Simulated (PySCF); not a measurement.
## Correlation energy of P(2+) (phosphorus, charge +2)

[Ne] 3s1 3p2, high-spin 4P determinant (an excited configuration). Calculation: PySCF 2.14, in aug-cc-pCVTZ-DK with one added diffuse shell each of s, p, d, f type (9s8p6d4f, 91 functions); the spin-free X2C one-electron Hamiltonian (Gaussian nucleus). Frozen: 1s2; 11 electrons correlated.

```csv
level,correlation energy (mhartree)
CCSD,-302.52
(T),-1.66
CCSD(T),-304.18
```

Diagnostics: T1 = 0.0025, D1 = 0.0090, largest double amplitude 0.050.

Is a single reference adequate?

Yes: T1 lies below 0.03 and no double amplitude reaches 0.07.
